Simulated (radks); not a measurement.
Os+, configuration [Xe] 4f14 5d6 6s1 (the NIST ground configuration). All-electron calculation, non-relativistic Kohn-Sham, RPBE, spin-unpolarised, spherical densities, point nucleus; relativity is left out, which matters for an element this heavy. Program: a radial shooting solver on a logarithmic mesh with Libxc functionals.

X-ray form factor f0, the Fourier transform of the density (f0(0) = 75):

sin(theta)/lambda (1/angstrom)  f0 (electrons)
0.05                                    74.020
0.1                                     71.431
0.15                                    67.946
0.2                                     64.147
0.25                                    60.355
0.3                                     56.725
0.4                                     50.191
0.5                                     44.668
0.6                                     39.979
0.8                                     32.290
1                                       26.243
1.25                                    20.821
1.5                                     17.411
2                                       13.647
